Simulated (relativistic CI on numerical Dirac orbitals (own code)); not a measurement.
Computed by Dirac-Coulomb-Breit CI, separate exchange-only KLI orbitals for each configuration, a model potential for QED, unscaled Slater integrals (own radial code, finite nucleus).

The strongest absorption lines from the ground level of an ion, among the configurations computed and to levels below about 2890 eV (vacuum wavelength in nm, gf): 0.43561 (0.11), 0.46252 (0.34), 0.47429 (0.52), 0.55762 (0.31), 0.56247 (0.099), 0.58807 (1.9), 0.60593 (1.7), 0.65950 (0.14).

Q: Which ion is it?
A. Kr XXVII
B. Sr XXIX
C. Se XXV
D. Sr XXXI

A: B. Sr XXIX has 10 electrons and the ground level 2s2.2p6 1S_0; the strongest line goes to 2s2.2p5.3d 1P°_1. The pattern of lines fixes the number of electrons, and along that sequence the line energies rise steadily with the charge (about as its square where n changes within one kind of shell, about linearly where n is kept but much faster in heavy ions where fine structure, which grows about as Z⁴, sets the gap, and irregularly where shells cross), which fixes Z. Configurations outside the model, such as inner-shell arrays, can give stronger lines. At this charge energies of transitions that change n are usually good to better than 1 %, and those within a shell (Δn = 0) to a few per cent.

LS names give the leading component of a level, which can be under half, so a name can repeat, a term be missing and a line seem to break the LS rules.
